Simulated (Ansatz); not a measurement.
Input for Ansatz (a quantum-chemistry and plane-wave program): U-B3LYP/def2-TZVPP on Cl (SMILES [Cl]).

Ansatz 0.2 input:
```yaml
crystal:
  periodic: [false, false, false]
  atoms:
    - {symbol: Cl, position_ang: [0.00000000, 0.00000000, 0.00000000]}
basis:
  gaussian:
    orbitals: def2-TZVPP
hamiltonian:
  xc: {name: B3LYP}
magnetization: {spin_polarized: true, initial_magnetization: 1}
```

Program output:

```
WARN ansatz: RAYON_NUM_THREADS=4 ignored (pool sized by the plan → 4); use --threads N
Functional definition: B3LYP
integrals: 0.00 GiB planned
313 factors; their error is unknown
mean field: 0.14 GiB planned
mean field evaluation 1: about -12521.6514 eV, gradient 4.8e0 eV
mean field evaluation 2: about -12521.7447 eV, gradient 1.9e0 eV
mean field evaluation 4: about -12521.7571 eV, gradient 6.2e-2 eV
mean field evaluation 8: about -12521.7820 eV, gradient 1.6e-3 eV
mean field -12521.78196333 eV, -460.1669995836 hartree, gradient 6.0e-6 eV, S^2 0.753092; 0 other end points of the search recorded, 0 dependent functions left out
reference -12521.78211825 eV, -460.1670052771 hartree; 9, 8 occupied and 33, 34 virtual orbitals, 313 factors
Total energy: -12521.78211825 eV, -460.1670052771 hartree
```

Self-consistency was reached.

Cost: roughly 0.7 core-seconds.
